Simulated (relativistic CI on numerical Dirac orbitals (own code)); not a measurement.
# Sc2+ in a cubic cluster: 2p photoemission with charge transfer

Computed with a charge-transfer multiplet model of a cubic metal-ligand cluster with up to 2 ligand holes, Slater and spin-orbit integrals from Dirac-Coulomb-Breit ions, Slater integrals scaled by 0.8. The ground state mixes d1 with configurations of k ligand holes L, whose averages lie at kΔ + k(k − 1)U_dd/2; a core hole lowers each added d electron by U_cd. 20 K, Lorentzian 0.6 eV and Gaussian 0.8 eV FWHM.

Atomic integrals in eV (Slater integrals scaled, ζ unscaled), ground: F2dd 4.710, F4dd 2.885, zeta_d 0.008; with the core hole: F2dd 4.710, F4dd 2.885, zeta_d 0.020, zeta_core 3.005, F2cd 4.113, G1cd 2.955, G3cd 1.675. Where a configuration has fewer than two d electrons, the dd integrals are those of d2.

Cluster parameters (eV): U_dd = 5.4, U_cd = 6.9, 10Dq = 0.75, 10Dq(ligand) = 0.5, V(eg) = 2.45, V(t2g) = -1.13, final-state hopping factor = 1.

```
      Case   n_d    d1   d2L  d3L2     S
Δ = 6.7 eV  1.36  0.67  0.30  0.03  0.50
Δ = 7.7 eV  1.31  0.71  0.27  0.02  0.50
Δ = 8.7 eV  1.27  0.75  0.23  0.02  0.50
```

Weights, n_d and S are thermal averages at 20 K. Binding energies count from the first peak over 30 % of the highest in each spectrum, which can be another peak from case to case. The parameters are a model scan and need not match a compound or its usual spin state. Peaks in eV (height, largest 100):
- Δ = 6.7 eV: 0.0 (100), 4.5 (40), 9.7 (20), 14.4 (10)
- Δ = 7.7 eV: 0.0 (100), 2.5 (11), 4.5 (42), 9.5 (18), 14.2 (9)
- Δ = 8.7 eV: 0.0 (100), 2.5 (11), 4.6 (44), 9.5 (16), 14.3 (8)

For the case Δ = 8.7 eV, Δ = 8.7 eV is larger than U_dd = 5.4 eV, the Mott-Hubbard side of the Zaanen-Sawatzky-Allen scheme. With the core hole the configuration with one ligand hole lies at Δ − U_cd = -0.2, 0.8, 1.8 eV from the one without, in the order of the table; where this is negative the screened configuration lies lower, though the effective hopping of about 5.4 eV (from the holes of the mixed ground state) mixes the two strongly wherever it is as large as the gap.
